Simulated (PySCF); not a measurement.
A structure optimised at PBE-D3(BJ)/def2-TZVP, used in a PySCF frequency run:

```
B
F 1 1.3195
F 1 1.3195 2 121.38
```
Charge 0, spin multiplicity 2.

Q: Write its SMILES, formula and point group.

A: F[B]F, BF2, C2v

Q: What are its rotational constants (standard atomic weights)?

A: 143.95, 10.047, 9.3914 GHz
